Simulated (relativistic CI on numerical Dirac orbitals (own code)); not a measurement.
## Hf2+: N6,7 absorption edge

Computed with this model: Dirac-Coulomb-Breit CI, KLI orbitals optimised for each configuration, QED by a radiative potential, valence Slater integrals scaled by 0.9, multiplet model of core-to-valence dipole absorption; configurations [Xe] 4f14 5d2 → [Xe] 4f13 5d3; 10 K; Lorentzian 0.3 eV and Gaussian 0.3 eV FWHM. Energies are those of the free ion, without screening or charge transfer. The branching ratio is the share of the lower-energy edge in the whole absorption, uncertain by about 0.02 where the edges overlap. S is read from ⟨S²⟩ = S(S + 1).

Field parameters in Wybourne normalisation: Td as Oh with Dq negative (B⁴₀ = 21Dq, B⁴₄ = √(5/14) B⁴₀). The field is a parameter set, without covalency.

Computed curve for Td, 10Dq = -2450 cm⁻¹, scaled to 100 at the maximum (points under 2 are left out and the grid is thinned):

Energy (eV), Intensity and a bar:
```
     13.1        2.0 
     13.2        2.6 
     13.3        3.3 
     13.4        4.1 #
     13.5        4.7 #
     13.6        5.3 #
     13.8        7.3 ##
     13.9        8.4 ##
     14.0        9.1 ##
     14.1        9.5 ##
     14.2       10.3 ###
     14.3       11.7 ###
     14.4       13.6 ####
     14.5       15.4 ####
     14.6       16.8 #####
     14.7       17.4 #####
     14.8       17.6 #####
     14.9       18.3 #####
     15.1       22.2 ######
     15.2       25.0 #######
     15.3       27.8 ########
     15.4       30.4 #########
     15.5       33.3 ##########
     15.6       37.4 ###########
     15.7       43.3 #############
     15.8       51.1 ###############
     15.9       59.7 ##################
     16.0       67.8 ####################
     16.1       74.9 ######################
     16.2       79.6 ########################
     16.4       76.8 #######################
     16.5       74.4 ######################
     16.6       75.9 #######################
     16.7       80.0 ########################
     16.8       85.0 #########################
     16.9       90.7 ###########################
     17.0       96.5 #############################
     17.1      100.0 ##############################
     17.2       99.1 ##############################
     17.3       91.9 ############################
     17.4       78.2 #######################
     17.5       61.0 ##################
     17.7       32.7 #########
     17.8       24.0 #######
     17.9       17.9 #####
     18.0       13.7 ####
     18.1       10.6 ###
     18.2        8.5 ##
     18.3        7.1 ##
     18.4        6.1 #
     18.5        5.3 #
     18.6        4.6 #
     18.7        4.1 #
     18.8        3.7 #
     19.0        3.0 
     19.1        2.7 
     19.2        2.6 
     19.3        2.5 
     19.4        2.4 
     19.5        2.1
```

The ground state has S = 0.99, and the centroid lies at 16.49 eV.
